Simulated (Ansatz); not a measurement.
C$_{2}$H$_{9}$BSSi (`BC(C)[SiH2]S`), relaxed with RKS PBE-D4/def2-SVP in Ansatz 0.2.0 from a rough embedded geometry. The force threshold is 0.03 eV/Å; the program also tests the step.

The species carries charge 0 and has multiplicity 1.

Start:

```xyz
14

B    -0.649   -1.024    1.100
C     0.004   -0.448   -0.165
C     1.459   -0.813   -0.207
Si   -0.159    1.453   -0.144
S    -2.311    1.923   -0.331
H    -1.857   -0.923    1.314
H    -0.048   -1.665    1.934
H    -0.464   -0.847   -1.036
H     2.056   -0.431    0.682
H     1.638   -1.926   -0.229
H     1.961   -0.414   -1.135
H     0.522    1.976   -1.320
H     0.284    1.963    1.084
H    -2.436    1.176   -1.546
```

Q: By how much does the energy fall, and how many steps does the optimiser take? (Estimate.)

A: Computed: 52.64 kJ/mol, in 24 steps, 2 of them rejected.

Q: Which bonds change most? (Estimate.)

A: Ansatz gave: Si4–H13 from 1.402 to 1.506 Å; S5–H14 from 1.432 to 1.364 Å; Si4–S5 from 2.210 to 2.158 Å; Si4–H12 from 1.456 to 1.505 Å.

Q: Give the relaxed structure. (Best estimate.)

A: Ansatz gave: 
```xyz
14

B    -0.493   -0.897    1.333
C    -0.008   -0.640   -0.104
C     1.448   -0.906   -0.503
Si   -0.393    1.263    0.063
S    -2.277    1.829   -0.825
H    -1.686   -0.921    1.584
H     0.305   -0.972    2.253
H    -0.743   -0.941   -0.882
H     2.152   -0.558    0.280
H     1.619   -1.995   -0.626
H     1.736   -0.415   -1.456
H     0.778    1.996   -0.534
H    -0.530    1.696    1.500
H    -1.907    1.462   -2.084
```
